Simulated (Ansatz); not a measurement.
`[BH2][InH][CH2]F` at its PBE0-D4/def2-TZVP geometry, where that method's forces vanish. Total charge 0; spin multiplicity 1. In: def2 effective core potential.

```xyz
9

B     0.8372    1.6778   -1.1887
In    0.0787    0.5309    0.5731
C    -0.6342   -1.5350    0.4147
F    -1.0495   -2.0351    1.6436
H     1.9922    1.6618   -1.5047
H     0.1110    2.3383   -1.8745
H    -0.0126    1.1539    2.1830
H     0.1560   -2.1907    0.0334
H    -1.4788   -1.6020   -0.2796
```

What forces (eV/Å) does PBE-D4/def2-TZVPP give on these atoms in Ansatz? (An estimate is asked.)

Computed: 
```
B1  -0.041 -0.039  0.135
In2  0.125  0.229 -0.217
C3   0.043  0.027 -0.172
F4  -0.168 -0.200  0.502
H5   0.127 -0.024 -0.030
H6  -0.095  0.056 -0.073
H7  -0.022  0.012  0.136
H8   0.205 -0.098 -0.104
H9  -0.173  0.038 -0.177
```
